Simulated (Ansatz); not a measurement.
System: CHS, charge 0, doublet. CHS (SMILES [CH]=S, doublet).
B3LYP-D3(BJ)/def2-TZVP minimum from Ansatz (a program for electronic structure):
```
C
H 1 1.0885
S 1 1.5568 2 132.52
```
Charge 0, spin multiplicity 2.

Hartree-Fock and MP2 correlation energies in hartree (Ansatz). Radicals and triplets start from unrestricted determinants; spin-orbit coupling is neglected. Cores are frozen in correlated methods. No relativity. The UHF reference of CHS ([CH]=S, doublet) is spin-contaminated (<S^2> up to 0.26 over the pure value in the sets run).

| basis | X | E(HF) | E(corr, MP2) |
|---|---|---|---|
| cc-pV(T+d)Z | 3 | -435.93575 | -0.29008 |
| cc-pV(Q+d)Z | 4 | -435.94200 | -0.31252 |
| cc-pV(5+d)Z | 5 | -435.94325 | withheld |

Problem. Fit E(corr) = E∞ + A/X³ to X = 3 and 4, predict X = 5, and compare with the run.

Solution. A = (-0.29008 - (-0.31252))/(1/27 - 1/64) = 1.0480; E∞ = -0.31252 - A/64 = -0.32890; at X = 5, E∞ + A/125 = -0.32051. The run gave -0.32209, 1.58 mEh below the prediction. The same form on X = 4 and 5 gives E∞ = -0.33213, 3.24 mEh below the first estimate.
